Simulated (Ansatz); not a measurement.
CHF2 (SMILES F[CH]F) moved off its minimum; all values from Ansatz (a program for electronic structure), cores frozen in correlated methods. Open shells are unrestricted.
(charge 0, multiplicity 2)
```xyz
4

F     -1.07293    -0.20728    -0.02865
C     -0.00153     0.44315     0.24439
F      1.09828    -0.17030    -0.07114
H      0.00833     1.47933    -0.09684
```

```csv
level,largest force (eV/Å),on atom,rms difference from CCSD(T)/cc-pVTZ (eV/Å),dipole (D)
HF/def2-TZVPP,2.18,C2,0.501,1.38
PBE/def2-TZVPP,2.83,C2,0.254,1.01
r2SCAN/def2-TZVPP,2.74,C2,0.062,1.07
B3LYP/def2-TZVPP,2.72,C2,0.051,1.12
wB97M-V/def2-TZVPP,2.65,C2,0.041,1.11
MP2/cc-pVTZ,2.74,C2,0.045,1.15
CCSD(T)/cc-pVTZ,2.71,C2,0.000,1.13
```

The differences count from one level among others, with limits of its own. Forces at CCSD(T)/cc-pVTZ (eV/Å):

```
atom      Fx      Fy      Fz
----  ------  ------  ------
F1    -1.609  -1.289  -0.579
C2     0.695   2.448   0.922
F3     1.119  -1.122  -0.423
H4    -0.205  -0.037   0.080
```
